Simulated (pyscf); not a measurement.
Structures and frequencies: ωB97X-D3(BJ)/def2-SVP in PySCF.

Task: What is the homolytic dissociation enthalpy (298 K, ωB97M-D3(BJ)/def2-TZVP) of the Si–Si bond of HO–SiH₂–Si(OH)(SiH₃)–SiH₃, to HO–SiH₂• + HO–Si•(SiH₃)–SiH₃?

Result: Si–Si to HO–SiH₂• + HO–Si•(SiH₃)–SiH₃: 3.07 eV. The 7 functionals that were run give +2.77 (PBE) to +3.26 eV (ωB97X-D3(BJ)). Other isomers of HO–SiH₂•, HO–Si•(SiH₃)–SiH₃ were not searched in full and may lie lower.
